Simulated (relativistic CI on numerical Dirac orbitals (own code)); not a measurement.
Bi⁶⁸⁺: q coefficients and field-shift factors

Computed by Dirac-Coulomb-Breit CI, KLI orbitals optimised for each configuration, derivatives by finite differences, unscaled Slater integrals, QED left out (own radial code, finite nucleus).

CI space (outside the closed core [Ne]): 3s²3p³, 3s²3p²3d, 3s3p⁴, 3s²3p3d², 3p⁵, 3s3p³3d, 3p³3d², 3s3p²3d². Levels of other configurations are missing.

With x = (α/α₀)² − 1 an excitation energy changes as ω = ω₀ + qx; K = 2q/ω₀ is the relative enhancement. Terms are leading LS components, so labels can repeat. The field-shift factor is F = δν/δ⟨r²⟩ for the transition from the lowest level.

Lowest level 3s²3p³ ²P°3/2.

```csv
Level,ω₀ (cm⁻¹),q (cm⁻¹),F (GHz/fm²)
3s²3p²3d ²D3/2,2176418,152000,57.5
3s²3p²3d ²D5/2,3422738,1.328e+06,76.5
3s²3p³ ⁴S°3/2,4867462,6.491e+06,-1650
3s²3p³ ²D°5/2,4976020,6.481e+06,-1660
3s²3p³ ²P°1/2,5122149,6.497e+06,-1650
3s3p⁴ ⁴P5/2,6626423,7.008e+06,-18100
3s3p⁴ ²P3/2,6878550,6.852e+06,-11100
3s3p⁴ ²S1/2,6917805,6.978e+06,-15800
3s²3p²3d ⁴F5/2,7007005,6.621e+06,-1700
3s²3p²3d ⁴D1/2,7040093,6.645e+06,-2020
3s²3p²3d ⁴D3/2,7055617,6.69e+06,-4200
3s²3p²3d ²G7/2,7122467,6.612e+06,-1570
3s²3p²3d ²D5/2,7416633,6.694e+06,-2300
```

At this charge energies of transitions that change n are usually good to better than 1 %, and those within a shell (Δn = 0) to a few per cent.

Task: Which transition from the lowest level has the largest |K|?

Result: 3s²3p³ ⁴S°3/2 at 4867462 cm⁻¹, K = 2.67.
